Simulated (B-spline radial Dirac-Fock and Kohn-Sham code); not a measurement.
ΔSCF core binding energies without Breit or QED terms, calculated with a radial B-spline solver.

A sound run for atomic lead in the configuration [Xe] 4f14 5d10 6s2 6p2: The ground state converged in 10 iterations, with total energy -20913.70281 Ha, virial ratio 1.86031 and highest orbital energy -5.98 eV. ΔSCF binding energies: K (1s) 88500.3 eV, L3 (2p3/2) 13080.8 eV, M5 (3d5/2) 2494.8 eV.

A second run, with one unsound setting: The ground state converged in 10 iterations, with total energy -15926.67725 Ha, virial ratio 1.42622 and highest orbital energy -6.36 eV. ΔSCF binding energies: K (1s) 68487.8 eV, L3 (2p3/2) 9282.4 eV, M5 (3d5/2) 3711.0 eV.

```
iter   energy (Ha)        error
   1   -15856.68200145  1.29e+01
   2   -15926.31171675  8.30e-01
   3   -15926.54467915  3.87e-01
   4   -15926.63126571  1.82e-01
   5   -15926.67585683  2.03e-02
   6   -15926.67710085  3.11e-03
   7   -15926.67723679  9.29e-04
   8   -15926.67725046  4.54e-05
   9   -15926.67725053  8.09e-06
  10   -15926.67725053  3.41e-07
```

Question: Which fault fits the second run best?
A. tolerance below the noise
B. mesh too coarse
C. too few iterations
D. functional not served

Answer: B. The input had h = 2.0: h is too large to resolve the orbitals.
